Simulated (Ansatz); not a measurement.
Program: Ansatz. Geometries: PBE0-D4/def2-TZVP. ΔE: electronic, gas phase. CBS: MP2 limit from def2 TZ/QZ plus the TZ coupled-cluster correction, frozen cores. DFT in def2-TZVPP. B3LYP here is the variant with VWN-RPA as its local correlation; programs differ in this. One conformer a species, not always the lowest.

Consider the isomerisation: `CO[SiH](O)O` → `OC(O)(O)[SiH3]`.

Problem. Is it downhill or uphill in electronic energy at CCSD(T)/CBS, and by how much? (Estimate.)

Solution. Ansatz gave: Uphill: ΔE = +4.41 eV.

Problem. What do these levels give: PBE-D4, r2SCAN-D4, PBE0-D4, B3LYP-D4, ωB97M-V, PBE, B3LYP, HF/def2-TZVPP, SCS-MP2/def2-TZVPP, CCSD/def2-TZVPP, MP2/def2-QZVPP, CCSD/CBS(def2)? (Estimate.)

Solution. Computed: PBE-D4 3.95, r2SCAN-D4 4.27, PBE0-D4 4.13, B3LYP-D4 4.32, ωB97M-V 4.29, PBE 3.96, B3LYP 4.34, HF/def2-TZVPP 4.65, SCS-MP2/def2-TZVPP 4.50, CCSD/def2-TZVPP 4.42, MP2/def2-QZVPP 4.57, CCSD/CBS(def2) 4.48 eV.

Largest T1 diagnostic among the species: 0.012.

In def2-TZVPP, CCSD(T) changes the Hartree–Fock value by −0.30 eV (the triples alone add −0.07 eV) and MP2 by −0.13 eV. From PBE to PBE0 (25 % exact exchange), in def2-TZVPP and without D4, ΔE moves by +0.18 eV.
